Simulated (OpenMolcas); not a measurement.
**Computed transition rates of Co**

```
Program             : OpenMolcas
Method              : SS-CASPT2, IPEA 0.25 Eh, imaginary shift 0.1 Eh (closed shells correlated: 3s 3p 4s)
Basis               : ANO-RCC-VTZP [6s5p3d2f1g]
Scalar Hamiltonian  : DKH2, point nucleus
Active space        : 7 electrons in 5 orbitals (3d)
State averaging     : 2S+1 = 4 even, 10 roots; 2S+1 = 2 even, 40 roots (35 in the spin-orbit step)
Spin-orbit coupling : RASSI with atomic mean-field integrals over the reference wave functions, term energies averaged over their components
```

Rates come from the transition moments of the reference wave functions (E1 and E2 in the length form). At fixed line strength A goes as λ^-3 for E1 and M1 and as λ^-5 for E2, so a rate at the computed wavelength can be rescaled to the measured one. Measured vacuum wavelengths follow from level energies in NIST Handbook of Basic Atomic Spectroscopic Data. Branching counts decays inside the model space alone, at computed energies, and the table is only a selection of the E2 and M1 lines, drawn from those between levels with measured partners whose computed energy lies within a factor of 1.5 of the measured one.

```csv
Upper,Lower,Type,λ computed (nm),λ measured (nm),A computed (s-1),A rescaled (s-1),Branching %
3d⁷ 4s² ⁴P_3/2,3d⁷ 4s² ⁴P_5/2,M1,35230,41540,5.40e-04,3.29e-04,1.0
3d⁷ 4s² ⁴P_1/2,3d⁷ 4s² ⁴P_3/2,M1,26480,27550,2.39e-03,2.12e-03,4.4
3d⁷ 4s² ⁴F_3/2,3d⁷ 4s² ⁴F_5/2,M1,24070,24850,4.65e-03,4.23e-03,100.0
3d⁷ 4s² ⁴F_5/2,3d⁷ 4s² ⁴F_7/2,M1,16440,16920,1.30e-02,1.19e-02,100.0
3d⁷ 4s² ⁴F_7/2,3d⁷ 4s² ⁴F_9/2,M1,12030,12250,1.94e-02,1.84e-02,100.0
3d⁷ 4s² ⁴P_3/2,3d⁷ 4s² ⁴F_3/2,E2,754.3,817.9,5.08e-03,3.39e-03,9.3
3d⁷ 4s² ⁴P_5/2,3d⁷ 4s² ⁴F_5/2,E2,746.9,807.2,2.30e-03,1.56e-03,3.2
3d⁷ 4s² ⁴P_1/2,3d⁷ 4s² ⁴F_3/2,E2,733.4,794.3,2.94e-02,1.97e-02,54.2
3d⁷ 4s² ⁴P_3/2,3d⁷ 4s² ⁴F_5/2,E2,731.4,791.8,1.80e-02,1.21e-02,32.8
3d⁷ 4s² ⁴P_5/2,3d⁷ 4s² ⁴F_7/2,E2,714.4,770.4,1.28e-02,8.78e-03,18.1
3d⁷ 4s² ⁴P_5/2,3d⁷ 4s² ⁴F_7/2,M1,714.4,770.4,1.38e-03,,2.0
3d⁷ 4s² ⁴P_1/2,3d⁷ 4s² ⁴F_5/2,E2,711.7,769.7,2.25e-02,1.52e-02,41.4
3d⁷ 4s² ⁴P_3/2,3d⁷ 4s² ⁴F_7/2,E2,700.2,756.4,3.11e-02,2.11e-02,56.7
3d⁷ 4s² ⁴P_5/2,3d⁷ 4s² ⁴F_9/2,E2,674.4,724.9,5.34e-02,3.72e-02,75.5
```

Spin-changing lines and M1 lines between different terms are not rescaled, since their strength hangs on the term gaps too.

The largest correction is for 3d⁷ 4s² ⁴P_3/2 → 3d⁷ 4s² ⁴P_5/2 (M1): 5.40e-04 × (35230 / 41540)^3 = 3.29e-04 s-1, a factor of 0.61.

The computed rate and branching of 3d⁷ 4s² ⁴F_7/2 → 3d⁷ 4s² ⁴F_9/2 give the upper level a radiative lifetime of 1.000 / 1.94e-02 s-1 = 5.15e+01 s, counting decays inside the model space alone. The rescaled rate gives about 5.4e+01 s.

No measured rate stands beside these. Rescaling mends the energy factor alone: line strengths can still be far off where a level mixes with configurations outside the active space, and weak or spin-changing lines hang on small mixing coefficients that depend on the term gaps too, so rescaling need not improve them.

Term energies are means over components that CASPT2 splits; among the terms shown or strongly mixed into the levels shown the widest spread is 1400 cm-1 (3d⁷ 4s² ⁴F). Some high roots are left out of the spin-orbit mixing, which shifts the levels that they would mix with. With the s shell closed, the reference lacks s² → p², s² → d² and s → d mixing, so excited terms can stand far too high and out of order, with CASPT2 too. Computed and measured levels are paired by configuration, term and J; levels that our copy of the source lacks, or whose pairing is in doubt (as where it misses far off the trend of its configuration), stay unpaired. Levels of configurations outside the active space are missing.
